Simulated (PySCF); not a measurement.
A GIAO shielding run with PySCF (density fitting, non-relativistic, gas phase) on `C=C(C)[P@H+](C)/C=C\C`, [C7H14P]+:

```
$ OMP_NUM_THREADS=1 python probes_run.py task.json out

{"job": {"kind": "nmr", "xc": "PBE0", "basis": "pcSseg-1"}, "charge": 1, "multiplicity": 1}
C     -1.033519    -0.828521    -1.428263
C     -1.039219    -0.842295    -0.101087
C     -1.764024    -1.823519     0.762053
P     -0.126801     0.426681     0.814809
C     -1.269140     1.494005     1.718768
C      0.922642     1.473773    -0.180046
C      2.047210     1.064717    -0.771250
C      2.595731    -0.304624    -0.717916
H     -0.485165    -0.091451    -1.992828
H     -1.582573    -1.559755    -1.997938
H     -1.081497    -2.287792     1.474928
H     -2.215189    -2.602521     0.153459
H     -2.556508    -1.334169     1.328527
H      0.613319    -0.232337     1.778779
H     -1.910758     2.017369     1.007690
H     -1.888624     0.904900     2.394486
H     -0.700486     2.223593     2.296615
H      0.576889     2.496894    -0.260820
H      2.625088     1.783383    -1.339348
H      1.944064    -0.983211    -0.166519
H      2.735553    -0.687620    -1.728488
H      3.582596    -0.288115    -0.254698
```

Hardware: 1 thread of an Arm Neoverse N1, shared host. The job also computes population analyses, field gradients.

(1) How large is the calculation?

(2) How long does it take, and how much memory does it need?

## Answers

(1) 70 electrons, 213 basis functions and 1122 auxiliary functions.

(2) 67 s of wall time, with 13 SCF cycles and 5 response iterations; peak memory 0.87 GiB. Times on a shared host scatter by some tens of per cent.
